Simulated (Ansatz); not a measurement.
A run for Ansatz (a quantum-chemistry and plane-wave program): SC-NEVPT2 on CASSCF(2,2)/cc-pVDZ on C2H7B (SMILES BCC), a point of a bond scan (R = 3.225 Å).

Ansatz 0.2 input:
```yaml
crystal:
  periodic: [false, false, false]
  atoms:
    - {symbol: B, position_ang: [-0.74511678, 1.00969072, 0.73932318]}
    - {symbol: H, position_ang: [-1.58326444, 1.71211322, 3.77341818]}
    - {symbol: H, position_ang: [-1.14246163, 1.71786546, -0.13812402]}
    - {symbol: C, position_ang: [0.20447514, -0.18371935, 0.45381740]}
    - {symbol: C, position_ang: [0.38209057, -0.63740051, -0.99729133]}
    - {symbol: H, position_ang: [-0.03169379, -1.02979159, 1.11034182]}
    - {symbol: H, position_ang: [1.16986677, 0.17617641, 0.85720004]}
    - {symbol: H, position_ang: [0.67431348, 0.19819760, -1.63621306]}
    - {symbol: H, position_ang: [-0.55096305, -1.03917752, -1.39764403]}
    - {symbol: H, position_ang: [1.14266970, -1.41485196, -1.09439513]}
basis:
  gaussian:
    orbitals: cc-pVDZ
    pivot_positions_ang: [[-0.74511678, 1.00969072, 0.73932318], [-1.58326444, 1.71211322, 3.77341818], [-1.14246163, 1.71786546, -0.13812402], [0.20447514, -0.18371935, 0.45381740], [0.38209057, -0.63740051, -0.99729133], [-0.03169379, -1.02979159, 1.11034182], [1.16986677, 0.17617641, 0.85720004], [0.67431348, 0.19819760, -1.63621306], [-0.55096305, -1.03917752, -1.39764403], [1.14266970, -1.41485196, -1.09439513]]
magnetization: {spin_polarized: false}
correlation: {method: sc_nevpt2, electrons: outside_noble_gas, active_space: {window: {electrons: 2, orbitals: 2}}}
output: {orbitals: {seedname: ./end}}
```

The head of its log:

```
WARN ansatz: RAYON_NUM_THREADS=1 ignored (pool sized by the plan → 1); use --threads N
Functional definition: HF
integrals: 0.02 GiB planned
820 factors; integrals over basis functions are off by at most 3.5e-4 eV
mean field: 0.13 GiB planned
mean field evaluation 1: about -2833.7454 eV, gradient 2.6e1 eV
mean field evaluation 2: about -2833.7449 eV, gradient 2.6e1 eV
mean field evaluation 4: about -2836.6659 eV, gradient 3.8e0 eV
mean field evaluation 8: about -2836.7398 eV, gradient 5.2e-2 eV
mean field evaluation 16: about -2833.7497 eV, gradient 6.3e-1 eV
mean field -2836.73984836 eV, -104.2482666158 hartree, gradient 1.4e-6 eV, S^2 0.000000; 2 other end points of the search recorded, 0 dependent functions left out; unrestricted orbitals would lower it
reference -2836.73984836 eV, -104.2482666158 hartree; 12, 12 occupied and 65, 65 virtual orbitals, 820 factors
```

Task: Predict the final total energy.

Result: -104.6989 hartree.
